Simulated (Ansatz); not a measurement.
NaCl-, multiplicity 2 (lowest of 2S+1 = 2, 4 at CCSD(T)/def2-TZVPP on PBE0 minima; our sources give no spin for the ground state, which may be another), most abundant isotopes (22.9898 and 34.9689 u). Constants from fifth-degree fits in 1/R to seven points on the lowest solution found; no spin–orbit coupling, no relativity up to Kr; ω_e x_e and α_e move by some per cent with the fit.

Correlated levels freeze the inner cores; with def2 sets outer-core shells near the valence are correlated too.

The values were computed with Ansatz (Gaussian orbitals). Values without a source in brackets are computed.

| level | r_e (Å) | ω_e (cm⁻¹) | ω_e x_e (cm⁻¹) | α_e (cm⁻¹) |
|---|---|---|---|---|
| PBE/def2-TZVPP | 2.5057 | 268.3 | 2.10 | 0.00207 |
| CCSD(T)/def2-QZVPP | 2.4863 | 280.8 | 2.73 | 0.00228 |

**Question.** Derive the rotational constants, the centrifugal constant, the fundamental, the zero-point energy and the force constant.

**Answer.** 
μ = 13.87069 u.
- PBE/def2-TZVPP: B_e = 16.8576/(μ r_e²) = 0.19357 cm⁻¹; B₀ = B_e − α_e/2 = 0.19253 cm⁻¹; D = 4B_e³/ω_e² = 4.03e-07 cm⁻¹; fundamental ω_e − 2ω_e x_e = 264 cm⁻¹; zero-point energy ω_e/2 − ω_e x_e/4 = 134 cm⁻¹; k = μ(2πcω_e)² = 58.8 N/m
- CCSD(T)/def2-QZVPP: B_e = 16.8576/(μ r_e²) = 0.19660 cm⁻¹; B₀ = B_e − α_e/2 = 0.19546 cm⁻¹; D = 4B_e³/ω_e² = 3.85e-07 cm⁻¹; fundamental ω_e − 2ω_e x_e = 275 cm⁻¹; zero-point energy ω_e/2 − ω_e x_e/4 = 140 cm⁻¹; k = μ(2πcω_e)² = 64.4 N/m

Ansatz is a program for electronic structure.
